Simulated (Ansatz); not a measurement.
Relaxation of BrH₅O₂Si (9 atoms, charge 0, multiplicity 1), to a largest force component of 0.03 eV/Å in at most 50 steps.

The calculation used RKS PBE0/def2-SVP in Ansatz.

```xyz
9
Properties=species:S:1:pos:R:3
Si -0.548 0.218 0.281
Br 1.250 -2.875 -0.237
H -1.244 -0.695 -0.658
H -0.273 -0.367 1.615
O -1.415 1.595 0.594
H 1.504 -1.566 -0.864
O 0.910 0.597 -0.567
H -1.767 2.087 -0.152
H 1.584 1.008 -0.011
```

Task: Where does it end, and by what steps?

Result: The forces met the threshold. After 39 steps the energy has fallen by 0.239 eV; Br2 moved furthest, 2.67 Å.

```tsv
step	energy less start (eV)	largest force component (eV/Å)	accepted
0	0.0000	0.940	yes
2	-0.1074	0.739	yes
4	-0.1463	0.208	yes
6	-0.1024	1.592	no
8	-0.1728	0.122	yes
10	-0.1792	0.286	yes
12	-0.1863	0.042	yes
14	-0.1879	0.208	no
16	-0.1910	0.100	yes
18	-0.1929	0.125	yes
20	-0.1939	0.223	no
22	-0.1971	0.095	yes
24	-0.1991	0.101	yes
26	-0.2015	0.130	yes
28	-0.2046	0.158	yes
30	-0.2097	0.290	yes
32	-0.2225	0.226	yes
34	-0.2135	0.652	no
36	-0.2365	0.278	yes
38	-0.2389	0.034	yes
39	-0.2390	0.012	yes
```

```xyz
9
Properties=species:S:1:pos:R:3
Si -0.668 0.230 0.746
Br 1.029 -1.230 -2.326
H -1.503 -0.997 0.713
H -0.904 1.070 1.947
O -0.906 1.222 -0.552
H 1.196 -1.009 -0.899
O 0.911 -0.370 0.777
H -0.758 0.825 -1.421
H 1.601 0.260 1.014
```

Run time: 92 s on 2 threads of AMD EPYC 7R13 Processor (Zen 3), on a shared host, peak memory 0.24 GiB.
